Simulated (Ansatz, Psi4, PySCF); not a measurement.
H3S, charge +1, singlet, geometry from GFN2-xTB. Base run: PySCF with MP2/STO-3G.

Here is a job for PySCF.
```python
from pyscf import gto, scf, mp

mol = gto.Mole()
mol.atom = '''
    S     0.10558214   -0.00190789    0.04613646
    H    -0.31822157    0.99705449   -0.76565970
    H    -0.35082551   -0.98045104   -0.77282250
    H    -1.02026722    0.01392277    0.80029891
'''
mol.basis = 'sto-3g'
mol.charge = 1
mol.verbose = 3
mol.build()

mf = scf.RHF(mol)
mf.kernel()

pt = mp.MP2(mf)
pt.kernel()
print('E(MP2) = %.10f' % pt.e_tot)
```

The same geometry, method and basis name were run in Ansatz (a first-principles code) and Psi4 and PySCF, at each program's defaults and at the settings that a row names. The base is PySCF at its defaults. Differences at the defaults can come from grids, fitting, cores and function types together.

| code and settings | ΔE vs base (mEh) | basis functions | E (Eh) | SCF cycles |
|---|---|---|---|---|
| PySCF, defaults (exact integrals, spherical functions, all electrons correlated) | 0.000 | 12 | -394.70932 | 7 |
| Psi4, defaults (density fitting with its default set, spherical functions, all electrons correlated) | -0.184 | 12 | -394.70951 | 7 |
| Ansatz, defaults (factorised integrals, spherical functions, frozen core) | 1.032 | 12 | -394.70829 | - |
| PySCF, frozen core | 1.031 | 12 | -394.70829 | 7 |
| Psi4, exact integrals, spherical functions, frozen core | 1.031 | 12 | -394.70829 | 7 |
| Ansatz, high accuracy, frozen core | 1.031 | 12 | -394.70829 | - |
